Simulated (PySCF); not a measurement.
# Correlation energy of Pt (platinum, neutral)

[Xe] 4f14 5d8 6s1 6p1, one real determinant (an excited configuration). Computed with PySCF 2.14 in aug-cc-pVTZ-PP with ECP60MDF, with scalar relativity through the core potential. Frozen: 5s2 5p6; 10 electrons correlated.

| level | correlation energy (mhartree) |
| --- | --- |
| CCSD | -254.70 |
| (T) | -10.89 |
| CCSD(T) | -265.59 |

Diagnostics: T1 = 0.013, D1 = 0.0418, largest double amplitude 0.032.

The real determinant used has ⟨L²⟩ near 14 against 20 for a pure G term, so it mixes terms. Spin-orbit coupling, absent here, splits the open shell strongly.

Cost of the coupled-cluster step: about 40 core-seconds, for 10 correlated electrons.

The reference is one real determinant that mixes LS terms of this configuration.
